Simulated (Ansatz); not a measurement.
Cost and result up the ladder for the cluster Sn3Bi2 (5 atoms). The state is a singlet with charge 0. Geometry: PBE-D4/def2-SVP.

```xyz
5

Bi    2.595    0.647    1.099
Bi   -2.801   -0.483    0.512
Sn   -0.996   -1.087   -1.581
Sn    1.382    0.790   -1.452
Sn   -0.180    0.133    1.421
```

Ansatz on 4 threads of Intel Xeon on a shared host. Times are rough, and most runs start from the orbitals of an earlier one. No level here is sound enough to serve as a yardstick. Binding counts from free atoms at the same level (Bi quartet, Sn triplet; other spins of the atoms weren't run), without zero-point energy or a counterpoise term.

In the def2 sets Bi, Sn take a core potential; there is no spin–orbit coupling. B3LYP takes the VWN-RPA correlation. Correlated methods freeze 20 core orbitals; core or outer-core shells of Bi, Sn are correlated, in sets that lack core-valence functions. The rows differ in basis, and correlated rows in double-zeta sets carry the largest basis error. Another isomer (singlet) lies 1.88 eV lower at PBE0-D4/def2-TZVP; other spin states weren't run for this one.

Correlated methods converge slowly with the basis, most of all in double-zeta sets.

```
                         level  functions  wall time  binding energy per atom (eV)                                    remarks
PBE-D4/def2-TZVP (with forces)        250       16 s                          2.27              restricted SCF unstable in HF
           r2SCAN-D4/def2-TZVP        250       22 s                          2.02              restricted SCF unstable in HF
             PBE0-D4/def2-TZVP        250       26 s                          2.06              restricted SCF unstable in HF
            B3LYP-D4/def2-TZVP        250       28 s                          2.09              restricted SCF unstable in HF
             ωB97M-V/def2-TZVP        250       78 s                          1.83              restricted SCF unstable in HF
              CCSD(T)/def2-SVP        130    2.2 min                          1.63  large T1 (0.023), restricted SCF unstable
```
